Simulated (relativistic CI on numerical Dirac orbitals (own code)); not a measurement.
Hyperfine structure of La XIII, mass number 139

Computed by Dirac-Coulomb-Breit CI, separate exchange-only KLI orbitals for each configuration, model QED, unscaled Slater integrals (own radial code, finite nucleus).

Configuration list (outside the closed core [Ar] 3d10): 4s2 4p6 4d9, 4s2 4p5 4d10, 4s2 4p6 4d8 4f, 4s2 4p6 4d8 5s, 4s 4p6 4d10, 4s2 4p6 4d8 5p, 4s2 4p5 4d9 4f, 4s2 4p6 4d7 4f 5s, 4s2 4p6 4d8 5d, 4s2 4p6 4d7 5s 5p, 4s 4p6 4d9 4f, 4s2 4p6 4d8 6s, 4s2 4p6 4d8 5f, 4s2 4p5 4d9 5s, 4s2 4p6 4d7 5s2, 4s2 4p6 4d6 4f 5s2, 4s2 4p6 4d6 5s2 5p, 4s2 4p5 4d7 4f 5s2. Double excitations out of closed p, d and f shells are left out; levels of such configurations are missing from the list, as are those of other unlisted configurations, and high levels can miss mixing partners.

Nuclear spin I = 7/2, μ = 2.7791 μN, Q = 0.206 b (tables of Stone and Pyykkö). The electronic factors are computed for point nuclear moments, without core polarisation or the Bohr-Weisskopf and QED corrections.

```json
{"Level": "4s2 4p6 4d9 2D_5/2", "E (eV)": "0.000", "A (MHz)": "1945", "B (MHz)": "-1050"}
{"Level": "4s2 4p6 4d9 2D_3/2", "E (eV)": "3.117", "A (MHz)": "4808", "B (MHz)": "-809"}
{"Level": "4s2 4p5 4d10 2P°_3/2", "E (eV)": "94.855", "A (MHz)": "9252", "B (MHz)": "-4260"}
{"Level": "4s2 4p6 4d8 5s 4F_9/2", "E (eV)": "95.674", "A (MHz)": "10180", "B (MHz)": "-582"}
{"Level": "4s2 4p6 4d8 5s 4F_7/2", "E (eV)": "96.646", "A (MHz)": "-4434", "B (MHz)": "-485"}
{"Level": "4s2 4p6 4d8 5s 2F_7/2", "E (eV)": "99.048", "A (MHz)": "11460", "B (MHz)": "-449"}
{"Level": "4s2 4p6 4d8 5s 4P_1/2", "E (eV)": "101.287", "A (MHz)": "54910", "B (MHz)": ""}
{"Level": "4s2 4p6 4d8 5s 4P_3/2", "E (eV)": "102.101", "A (MHz)": "17880", "B (MHz)": "82.7"}
```

Levels with J = 0, under 50 % of one LS term, or S terms without an open s electron are left out. Small factors come from cancelling terms and can be off by tens of per cent or more.

At this charge energies of transitions that change n are usually good to better than 1 %, and those within a shell (Δn = 0) to a few per cent. Levels and lines within the n = 5 or 6 shells can be off by up to 10 % or somewhat more, and those that change n by about 2 %, since core polarisation is missing.

Task: Give the hyperfine levels of 4s2 4p6 4d9 2D_5/2 relative to its centre of gravity.

Result: With K = F(F + 1) − I(I + 1) − J(J + 1), E = AK/2 + B[¾K(K + 1) − I(I + 1)J(J + 1)]/[2I(2I − 1)J(2J − 1)]: F = 1: -22440, F = 2: -18250, F = 3: -12080, F = 4: -4062, F = 5: 5625, F = 6: 16760 MHz.

LS names give the leading component of a level, which can be under half, so a name can repeat, a term be missing and a line seem to break the LS rules.
